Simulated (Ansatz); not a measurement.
## CH5ClFInSi: structure from calculated spectroscopic constants

These gas-phase data were calculated for one isomer of CH5ClFInSi at PBE0-D3(BJ)/def2-SVP (harmonic, unscaled wavenumbers; equilibrium rotational constants with average atomic masses):

| Item | Value |
| --- | --- |
| rotational constants | 2.364, 0.8572, 0.7704 GHz |
| all wavenumbers above 1500 cm⁻¹ | 3175, 3169, 3058, 1796, 1782 |

Candidates:

(1) `C[Si@H](F)[InH][Cl]`, a singlet
(2) `[CH3][In]([Cl])[SiH2]F`, a singlet
(3) `C[Si@](F)(Cl)[InH2]`, a singlet

Task: Which structure fits?

Result: Candidate (3). No mode falls between 2000 and 2380 cm⁻¹, where the Si–H stretch of (1), (2) would stand.

The same quantities for all candidates:

|  | rotational constants (GHz) | wavenumbers above 1500 cm⁻¹ | E above the lowest, PBE0-D3(BJ)/def2-SVP (kcal/mol) |
| --- | --- | --- | --- |
| (1) | 2.582, 0.984, 0.7413 | 3173, 3167, 3058, 2222, 1814 | 0.0 |
| (2) | 2.606, 1.029, 0.7479 | 3201, 3186, 3071, 2243, 2230 | 6.3 |
| (3) | 2.364, 0.8572, 0.7704 | 3175, 3169, 3058, 1796, 1782 | 7.2 |

Each candidate is one conformer. Atoms past krypton carry core potentials. Programs: Ansatz 0.2.0.
